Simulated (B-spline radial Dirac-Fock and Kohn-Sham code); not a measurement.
**Binding energies of N⁺ in different valence configurations**

Model: Dirac-Fock ΔSCF + Breit + QED. Program: a radial atomic solver. Electron correlation is not included.

Reference: the tabulated ground configuration [He] 2s2 2p2, with 2s 38.81 eV, 2p 28.07 eV.

Shifts from the reference in eV.

```
configuration  average energy     2s     2p
 [He] 2s1 2p3          +12.22  +2.24  -1.48
```

Values without a named source are computed, but for edge energies of neutral atoms, which are taken from tables.
